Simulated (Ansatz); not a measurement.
Gas-phase reaction in SMILES: O[SiH3] [hydroxysilane] + H+ → [OH2+][SiH3]
Each molecule is optimised on its own at B3LYP-D3(BJ)/def2-TZVP (Ansatz, an electronic-structure program).

Property: proton affinity (electronic energy difference), positive where the reaction releases energy, in kcal/mol. Valence correlation only, unless marked. No spin-orbit coupling. No relativistic terms. CBS(X,Y): correlation extrapolated as X^-3; Hartree-Fock from the larger set (for Q and 5 zeta extrapolated as (X+1)exp(-9√X)).

CCSD(T)/CBS(cc-pV(Q+d)Z,cc-pV(5+d)Z) (Ansatz) gives 183.8 kcal/mol.

Task: Another calculation gave 184.6 kcal/mol. Which level was it?
(A) SVWN5/def2-TZVPD (Ansatz)
(B) PBE0/def2-TZVPD (Ansatz)
(C) wB97M-V/def2-TZVPD (Ansatz)

Result: B, PBE0/def2-TZVPD (Ansatz). The others give 182.1 (wB97M-V), 177.6 (SVWN5) kcal/mol.
